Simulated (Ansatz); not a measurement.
`BNC` + `N=C(F)S` → `B/N=C(/F)S` + CH₃NH₂ at 298.15 K and 1 bar (ligand exchange at a B–N bond).

Program: Ansatz. Geometries: PBE0-D4/def2-TZVP. ΔE: electronic, gas phase. CBS: MP2 limit from def2 TZ/QZ plus the TZ coupled-cluster correction, frozen cores. One conformer a species, not always the lowest.

```
     species  CCSD(T)/CBS energy (Eh)  H − E (kJ/mol)  S (J/(mol·K))
       `BNC`               -121.18426           215.2          268.0
   `N=C(F)S`               -591.49692           101.0          286.6
`B/N=C(/F)S`               -616.91068           134.2          327.0
      CH₃NH₂                -95.75281           180.0          240.4
```

H − E and S are ideal-gas, rigid-rotor, harmonic terms from PBE0-D4/def2-TZVP, for one conformer and one mirror image of each species. 1 Eh = 2625.50 kJ/mol, R = 8.31446 J/(mol·K).

Question: By hand: ΔE, ΔH, ΔS and ΔG.

Answer: ΔE = (-616.91068) + (-95.75281) − (-121.18426) − (-591.49692) = 0.01769 Eh = 46.4 kJ/mol. Δ(H − E) = 134.2 + 180.0 − 215.2 − 101.0 = -2.0, so ΔH = 44.4 kJ/mol. ΔS = 327.0 + 240.4 − 268.0 − 286.6 = 12.8 J/(mol·K). ΔG = 44.4 − 298.15 × (12.8)/1000 = 40.6 kJ/mol.

Question: By hand: the equilibrium constant, and the temperature at which ΔG would vanish if ΔH and ΔS stayed fixed.

Answer: log₁₀ K = −ΔG/(RT ln 10) = -7.1. ΔG = 0 at ΔH/ΔS = 3469 K, far beyond where these terms or the molecules hold.

The number of gas molecules stays the same, so ΔS is small and ΔH decides. A doubt of 5 kJ/mol in ΔE shifts log₁₀ K by 0.9 here. Other conformers and mirror images would add mixing entropy, several J/(mol·K) or more a flexible species. These are equilibria of isolated gas molecules and say nothing of rates. Largest T1 diagnostic: 0.015 (customary marks: 0.02 for closed shells, 0.045 for open ones).
